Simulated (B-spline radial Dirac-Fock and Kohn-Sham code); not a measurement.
# X-ray scattering factor of Lu³⁺

System: Lu³⁺ in the configuration 1s2 2s2 2p6 3s2 3p6 3d10 4s2 4p6 4d10 4f12 5s2 5p6 5d2 (an excited configuration).

Input of the calculation (task.json; shells as n, l, electrons):

```json
{"items": [{
  "Z": 71,
  "q": 3,
  "cfg": [[1, 0, 2], [2, 0, 2], [2, 1, 6], [3, 0, 2], [3, 1, 6], [3, 2, 10], [4, 0, 2], [4, 1, 6], [4, 2, 10], [4, 3, 12], [5, 0, 2], [5, 1, 6], [5, 2, 2]],
  "A": 175,
  "rrms": 5.37,
  "do": ["scatter"],
  "s": [0.0, 0.08, 0.1, 0.12, 0.14, 0.17, 0.21, 0.25, 0.31, 0.37, 0.45, 0.54, 0.65, 0.79, 0.95, 1.15, 1.39, 1.68, 2.04, 2.46, 2.97, 3.59, 4.34],
  "pz": [0, 0.1, 0.15, 0.21, 0.31, 0.45, 0.66, 0.96, 1.4, 2.1, 3.0, 4.4, 6.4, 9.3, 14.0, 20.0, 29.0, 42.0, 61.0, 89.0, 130.0],
  "hv_scatter": [2000, 5000, 8047.8, 10000, 30000, 100000, 200000, 500000]
}]}
```

Command: `python xray_run.py task.json out`

Model: Dirac-Fock densities. Program: a radial atomic solver. f₀ is the Fourier transform of the spherical electron density, S the Waller-Hartree incoherent function, and s = sin θ/λ.

```csv
s (Å⁻¹),f₀,S
0,68.000,0.000
0.08,66.380,1.666
0.1,65.524,2.483
0.12,64.527,3.386
0.14,63.412,4.341
0.17,61.571,5.819
0.21,58.916,7.785
0.25,56.167,9.697
0.31,52.097,12.438
0.37,48.274,15.031
0.45,43.695,18.229
0.54,39.238,21.414
0.65,34.607,24.750
0.79,29.705,28.404
0.95,25.219,32.088
1.15,21.086,36.165
1.39,17.835,40.453
1.68,15.352,44.772
2.04,13.043,48.804
2.46,10.608,52.133
2.97,8.142,55.051
3.59,6.214,57.674
4.34,5.036,60.005
```

f₀ starts at the number of electrons, 68, and has fallen to half at s ≈ 0.67 Å⁻¹. The sum of ⟨r²⟩ over the electrons is 35.78 bohr².
